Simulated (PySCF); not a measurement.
Harmonic spectrum computed at PBE0 in the def2-TZVP basis family (core potentials from Rb on, PySCF, no spin–orbit coupling):

```csv
symmetry,ω (cm⁻¹),"IR (km/mol, summed over degenerate members)"
b2,530,0.0
e,1002,1198
b1,1191,0.0
e,1213,1006
a1,1243,45.0
e,1433,3228
a1,1539,0.0
b1,1582,0.0
a1,2893,120
```

Which molecule gave it? In each, all ligands are bound to the one heavy central atom.
A. PH₅ (singlet)
B. ClH₅ (singlet)
C. BrH₅ (singlet)
D. SH₅ (doublet)

B. It has C4v symmetry with Cl–H 1.275 Å, Cl–H 1.559 Å (×4).
